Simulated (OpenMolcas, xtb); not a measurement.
# A ladder of methods for CH3FSn (SMILES [CH3][Sn][F])

CH3FSn: 6 atoms, total charge 0, spin state singlet. As SMILES, `[CH3][Sn][F]`. The shape is that of a PBE0-D4/def2-TZVP optimisation.

| atom | x (Å) | y (Å) | z (Å) |
| --- | --- | --- | --- |
| C | -0.3898 | 0.4212 | -0.2829 |
| Sn | 0.2571 | -0.6205 | 1.5136 |
| F | 1.6216 | -1.6341 | 0.5541 |
| H | -0.6849 | -0.3178 | -1.0339 |
| H | 0.4581 | 0.9794 | -0.6919 |
| H | -1.2200 | 1.1077 | -0.1052 |

Each level gives the HOMO–LUMO gap (eV). The values are calculated.

```csv
level,kind,program,value (eV),CPU time
GFN2-xTB,semi-empirical,xtb,3.24,under 2 s
GFN0-xTB,semi-empirical,xtb,3.25,under 2 s
GFN1-xTB,semi-empirical,xtb,3.11,under 2 s
HF/def2-SVP (core potential),Hartree–Fock,OpenMolcas,9.21,4.6 s
PBE/def2-SVP (core potential),GGA,OpenMolcas,2.35,20 s
TPSS/def2-SVP (core potential),meta-GGA,OpenMolcas,2.48,29 s
PBE0/def2-SVP (core potential),global hybrid,OpenMolcas,4.15,20 s
```

The values span 2.35 to 9.21 eV. Orbital gaps aren't excitation energies; they tend to grow with the share of exact exchange. Times are those of the runs behind each value, whatever else they computed, on shared processors of several kinds: orders of magnitude only.
